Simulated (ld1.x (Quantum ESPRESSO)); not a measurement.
# Varying the RRKJ potential for nickel (Ni)

Base potential:

- Element: Ni (Z = 28)
- Generator: ld1.x (Quantum ESPRESSO) 7.5
- Type: norm-conserving RRKJ (Kleinman–Bylander form)
- Functional: BP86
- Relativity: scalar-relativistic
- Frozen core: [Ar]
- Valence charge: 10
- Reference configuration: 3d8 4s1.5 4p0.5
- Partial waves: 4s (bound): rc 2.20 bohr; 4p (bound): rc 3.00 bohr; 3d (bound): rc 1.70 bohr
- Local potential: all-electron potential smoothed inside 1.30 bohr (lloc = -1)
- Core correction: a·sin(br)/r model core inside 1.05 bohr
- rho0: 0.02

Cutoffs, loose and tight: the cutoffs (Ry, on a coarse ladder) from which the occupation-weighted sum of valence levels, in a spherical-Bessel basis at the reference potential, stays within 10 and 1 mRy of its value at 400 Ry. They do not see the model core or the augmentation charge, which bear on the density cutoff. Test errors are all-electron minus pseudo excitation energies from the reference, over the configurations 3d8 4s2 4p0; 3d8 4s1 4p0; 3d8 4s0 4p0; 3d8.5 4s1.5 4p0; 3d7 4s2 4p1; 3d7 4s0 4p0; 3d9 4s0 4p0. A dash means not determined; rows that change the core or the reference have their own tests.

A true bound ghost makes a file unfit for plane-wave use even where its test errors are small: the radial tests pick states by their node count and pass the ghost by.

| change | outcome | cutoff, loose | cutoff, tight | bound ghosts | largest test error (meV) |
| --- | --- | --- | --- | --- | --- |
| base | generated | 70 Ry | 100 Ry | s | -125 |
| core correction none | generated | 70 Ry | 100 Ry | s | -31 |
| core correction a·sin(br)/r model core inside 0.64 bohr | generated | 70 Ry | 100 Ry | s | -126 |
| core correction a·sin(br)/r model core inside 0.90 bohr | generated | 70 Ry | 100 Ry | s | -126 |
| core correction a·sin(br)/r model core inside 1.00 bohr | generated | 70 Ry | 100 Ry | s | -126 |
| core correction a·sin(br)/r model core inside 1.18 bohr | generated | 70 Ry | 100 Ry | s | -123 |
| core correction a·sin(br)/r model core inside 1.38 bohr | generated | 70 Ry | 100 Ry | s | -116 |
| core correction a·sin(br)/r model core inside 1.50 bohr | generated | 70 Ry | 100 Ry | s | -110 |
| core correction a·sin(br)/r model core inside 1.74 bohr | generated | 70 Ry | 100 Ry | s | -96 |
| core correction a·sin(br)/r model core inside 1.98 bohr | generated | 70 Ry | 100 Ry | s | -74 |

(1) What comes out with this change to the base: core correction a·sin(br)/r model core inside 1.90 bohr?

## Answers

(1) outcome: generated; cutoff, loose: 70 Ry; cutoff, tight: 100 Ry; bound ghosts: s; largest test error (meV): -83.
